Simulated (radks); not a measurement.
These are the eigenvalues of the occupied orbitals of an atom or ion with whole-number occupations (eV). Calculated with a radial shooting solver on a logarithmic mesh with Libxc functionals: scalar-relativistic Kohn-Sham, PBE, spin-polarised, spherical densities, point nucleus.

orbital  eigenvalue
1s up     -11732.69
1s down   -11732.59
2s up     -1499.705
2s down   -1499.661
2p up     -1316.622
2p down   -1316.533
3s up     -203.3547
3s down   -203.2138
3p up     -146.7206
3p down   -146.5575
3d up      -53.6243
3d down    -53.3755
4p up      -15.4856
4p down    -13.6209

Which element is it, and in what charge state? The configuration may be excited. Open shells, if any, are filled with parallel spins first.

Answer. Z = 33, arsenic, charge +1: As+ in [Ar] 3d10 4p4. The list shows which subshells hold electrons but not how many an open one holds; the 1s level, -431.17 hartree, gives Z - s = 29.4 by -(Z - s)^2/2, which with screening and relativity narrows Z to a few neighbours, and the depths of the outer levels then fix element, charge and occupations together.
